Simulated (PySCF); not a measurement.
Computed properties of N-methylmethanimine (C2H5N), SMILES C=NC

C2H5N, SMILES C=NC. The structure is a stationary point at PBE0-D3(BJ)/def2-TZVP. Other conformers were not sampled. All values are computed for the isolated molecule unless a solvent is named; none is compared with measurement here.

**Structure.** The optimised structure has Cs symmetry. All 18 harmonic modes at PBE0-D3(BJ)/def2-TZVP (PySCF) are real, so it is a minimum. With heavy atoms numbered as in [CH3:1][N:2]=[CH2:3], the shortest bond between them is N2–C3 at 1.257 Å and the longest C1–N2 at 1.439 Å.

**Vibrations.** The strongest infrared lines (harmonic, unscaled, degenerate partners summed) lie at 3000 cm⁻¹ (68 km/mol, H 94 %), 2988 cm⁻¹ (46 km/mol, H 96 %), 3150 cm⁻¹ (27 km/mol, H 90 %, C 10 %). The softest mode is at 223 cm⁻¹ and the zero-point energy is 42.8 kcal/mol.

**Electronic structure.** HF/def2-TZVPD (PySCF) places the frontier levels at -11.13 and 2.03 eV, a gap of 13.16 eV, and gives a dipole moment of 1.73 D and a mean polarisability of 34.1 bohr³. PBE/def2-TZVPD (PySCF) at the same geometry gives -5.91 and -1.49 eV, so its gap is 8.74 eV narrower. An orbital gap is neither the optical nor the fundamental gap.

**Excitations.** TDA-CAM-B3LYP/def2-SVPD (PySCF) has S1 at 5.06 eV (245 nm, f = 0.002, weak); the most intense of the 10 singlets computed lies at 8.47 eV (f = 0.31). T1 (TDA) is at 4.15 eV, 0.91 eV under S1. TDA-PBE/def2-SVPD (PySCF) puts S1 at 4.83 eV. No vertical singlet excitation falls in the visible range (under 3.1 eV).

**NMR.** GIAO shifts at PBE0/pcSseg-2 (PySCF) (non-relativistic, atoms alike by connectivity averaged): ¹³C from 55.8 to 163.1 ppm against TMS; ¹H from 3.5 to 7.6 ppm against TMS.

**Solvation.** SMD-B3LYP/def2-SVP (PySCF) gives -3.0 kcal/mol in water, -2.5 kcal/mol in acetonitrile, -2.6 kcal/mol in methanol (1 M in both phases, gas-phase geometry); of these solvents water holds the molecule best.
